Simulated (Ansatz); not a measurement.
`[BH2][GaH][CH3]` + `C[NH][ZnH]` → `B[N](C)[ZnH]` + `[CH3][GaH2]`  (cleavage of the B–Ga bond)

Gas-phase electronic energies from Ansatz, PBE0-D4/def2-TZVP geometries. CCSD(T)/CBS is the MP2 limit (def2-TZVPP, def2-QZVPP) plus CCSD(T) − MP2 in def2-TZVPP, frozen cores. DFT in def2-TZVPP. For Ga, Zn outer-core shells are correlated without core-valence functions, which leaves a few kJ/mol of doubt a bond. Scalar relativity is left out up to krypton.

```csv
level,ΔE (eV)
PBE-D4,-1.82
r2SCAN-D4,-1.86
ωB97M-V,-1.89
HF/CBS(def2),-1.84
```

(1) What does CCSD(T)/CBS give? (Best estimate.)

Largest T1 diagnostic among the species: 0.016.

Results:

(1) Ansatz gave: -1.82 eV. The listed levels differ from it by 0.00, -0.04, -0.07, -0.02 eV.

In def2-TZVPP, CCSD(T) changes the Hartree–Fock value by −0.05 eV (the triples alone add −0.03 eV) and MP2 by −0.10 eV. The D4 term adds −0.04 eV with B3LYP and −0.02 eV with PBE0; it sums over pairs of atoms, weighted by their polarisabilities, and B3LYP, whose exchange is more repulsive, gets the larger term.

B3LYP here is the variant with VWN-RPA as its local correlation; programs differ in this.
